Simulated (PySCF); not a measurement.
## Unknown: peak-picked proton spectrum

Formula C$_{13}$H$_{14}$. The spectrum was simulated from the full spin Hamiltonian at 400 MHz with 1.0 Hz Lorentzian lines, from shifts rounded to 0.01 ppm and J to 0.1 Hz, couplings under 1 Hz left out.

Maxima in Hz from TMS (height), grouped by integral:
1H: 3320.8 (15), 3311.4 (16)
1H: 3193.2 (9), 3192.0 (9), 3184.3 (10), 3183.2 (10)
1H: 3136.8 (14), 3127.8 (18)
3H: 3093.6 (4), 3092.5 (4), 3086.0 (7), 3084.8 (7), 3083.0 (4), 3076.7 (7), 3075.5 (6), 3067.5 (11), 3064.8 (8), 3059.8 (7), 3058.6 (11), 3056.7 (13), 3051.0 (6), 3047.8 (10)
1H: 3027.5 (20), 3019.5 (12)
1H: 1443.5 (3), 1435.8 (7), 1428.1 (10), 1420.4 (8), 1412.7 (3)
6H: 559.9 (100), 552.1 (98)

Computed data (PySCF 2.14): σ from GIAO-PBE0/pcSseg-1, geometry from PBE0-D3(BJ)/def2-SVP, spin–spin couplings from B3LYP/pcJ-1 (without the spin–dipole term). Gas phase, non-relativistic Hamiltonian, averaged over atoms made equivalent by symmetry, fast rotation or ring inversion, one computed conformer.

Scale: TMS for ¹H (σ = 31.27 ppm) (reference shieldings calculated alike).

**Question.** Analyse the multiplets.

**Answer.** ¹H NMR (400 MHz, computed): δ 8.29 (m, 1H), 7.97 (m, 1H), 7.83 (m, 1H), 7.71 (m, 1H), 7.65 (m, 1H), 7.64 (m, 1H), 7.56 (m, 1H), 3.57 (sept, J = 7.7 Hz, 1H), 1.39 (d, J = 7.7 Hz, 6H). These are first-order names from the parameters used; overlap and second-order distortion can hide them in the list.

**Question.** What is the compound?

**Answer.** 1-isopropylnaphthalene (SMILES CC(C)c1cccc2ccccc12).

Mapped SMILES: `[CH3:1][CH:2]([CH3:3])[c:4]1[cH:5][cH:6][cH:7][c:8]2[cH:9][cH:10][cH:11][cH:12][c:13]12`. Each H is labelled by its parent atom.

1. δ 8.29: H(C12), hydrogen on an aromatic CH, coupled to H(C11) (9.6 Hz).
2. δ 7.97: H(C9), hydrogen on an aromatic CH, coupled to H(C10) (9.1 Hz), H(C11) (1.0 Hz).
3. δ 7.83: H(C7), hydrogen on an aromatic CH, coupled to H(C6) (9.1 Hz).
4. δ 7.71: H(C11), hydrogen on an aromatic CH, coupled to H(C12) (9.6 Hz), H(C10) (7.6 Hz), H(C9) (1.0 Hz).
5. δ 7.65: H(C10), hydrogen on an aromatic CH, coupled to H(C9) (9.1 Hz), H(C11) (7.6 Hz).
6. δ 7.64: H(C6), hydrogen on an aromatic CH, coupled to H(C7) (9.1 Hz), H(C5) (8.1 Hz).
7. δ 7.56: H(C5), hydrogen on an aromatic CH, coupled to H(C6) (8.1 Hz).
8. δ 3.57: H(C2), hydrogen on an sp3 CH on an aromatic ring, coupled to H(C1)/H(C3) (7.7 Hz).
9. δ 1.39: H(C1)/H(C3), hydrogen on a methyl carbon, coupled to H(C2) (7.7 Hz).

The shifts were computed for this structure.

Splittings below 1 Hz are ignored in the labels, and close J values are merged. Unscaled 3J(H,H) at this level run about 10 % above measured values.
